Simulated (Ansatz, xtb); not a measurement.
**Isomers of F2H2NOSi in order of energy**

6 gas-phase structures of F2H2NOSi, found in a search over its isomers (lower ones may exist). Each was relaxed with GFN2-xTB; where two conformers were screened, the lower at r2SCAN-D4/def2-SVP is listed:

A. `[NH][Si](O)(F)F`, a doublet
B. `NO[Si](F)F`, a doublet
C. `[O]N[SiH](F)F`, a doublet
D. `N[Si]([O])(F)F`, a doublet
E. `O[N][SiH](F)F`, a doublet
F. `[NH]O[SiH](F)F`, a doublet

Task: Estimate their order in r2SCAN-D4/def2-SVP energy at these geometries, lowest first.

Result: Calculated order at r2SCAN-D4/def2-SVP: A (0.0), D (1.4), C (41.4), F (47.2), B (54.9), E (58.7) kcal/mol.

Energies above the lowest of each column, in kcal/mol; the last columns are at B3LYP/6-31G* geometries and were run for some of them only (a dash: not run or not comparable):

```tsv
structure	GFN2-xTB	HF/STO-3G	r2SCAN-D4/def2-SVP	B3LYP/6-31G*	CCSD(T)/def2-SVP + ΔMP2/def2-TZVPP
A	2.7	0.0	0.0	1.0	0.0
D	0.0	0.7	1.4	0.0	7.6
C	32.4	2.9	41.4	39.4	52.2
F	28.4	13.5	47.2	–	–
B	39.8	36.0	54.9	–	–
E	37.5	24.2	58.7	–	–
```

CCSD(T)/def2-SVP + ΔMP2/def2-TZVPP puts A lowest of those it was run on; GFN2-xTB picks D, B3LYP/6-31G* picks D. Flexible structures stand in one conformer each, not always the lowest. Frequencies (B3LYP/6-31G*) were run for A, C, D alone. The ΔMP2 step shifts differences by up to 8.6 kcal/mol, which makes them less sure. Open shells are spin-unrestricted. ΔMP2 is the change of the MP2 energy from the smaller to the larger basis.

Over these structures GFN2-xTB departs from r2SCAN-D4/def2-SVP by 7.9 kcal/mol on average once a common shift is removed. A GFN2-xTB relaxation took about 0.064 s and the r2SCAN-D4/def2-SVP energy about 2.1 s on a shared host (Ansatz 0.2.0, xtb 6.7.1 (Pople sets with spherical d functions)).
